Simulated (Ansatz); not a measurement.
One change: `CCOB(C)Cl` becomes `CC[O][In]([CH3])[Cl]`.

Ansatz, PBE0-D4/def2-TZVP geometries, multiplicity 1. Each molecule was computed in one conformer, which needn't be the lowest.

Elements past krypton have def2 core potentials.

| property | `CCOB(C)Cl` |
| --- | --- |
| HOMO–LUMO gap (B3LYP/def2-TZVPP) / eV | 8.45 |
| HOMO–LUMO gap (ωB97M-V/def2-TZVPP) / eV | 13.10 |
| HOMO energy (PBE0/def2-TZVPP) / eV | -8.64 |
| HOMO energy (B3LYP/def2-TZVPP) / eV | -8.38 |
| HOMO–LUMO gap (PBE/def2-TZVPP) / eV | 6.49 |
| HOMO–LUMO gap (PBE0/def2-TZVPP) / eV | 8.93 |

Question: What does the change do to each property? (Estimate.)

Answer: Ansatz gave: 
| property | `CC[O][In]([CH3])[Cl]` | shift |
| --- | --- | --- |
| HOMO–LUMO gap (B3LYP/def2-TZVPP) / eV | 5.85 | -2.60 |
| HOMO–LUMO gap (ωB97M-V/def2-TZVPP) / eV | 10.37 | -2.73 |
| HOMO energy (PBE0/def2-TZVPP) / eV | -7.59 | 1.05 |
| HOMO energy (B3LYP/def2-TZVPP) / eV | -7.36 | 1.02 |
| HOMO–LUMO gap (PBE/def2-TZVPP) / eV | 4.06 | -2.43 |
| HOMO–LUMO gap (PBE0/def2-TZVPP) / eV | 6.40 | -2.53 |

With PBE0 the HOMO rises by 1.05 eV and the LUMO falls by 1.48 eV, so the gap narrows by about 2.53 eV. PBE moves the HOMO by 1.09 eV and ωB97M-V by 0.94 eV.

B3LYP here is the variant with VWN-RPA as its local correlation; programs differ in this.
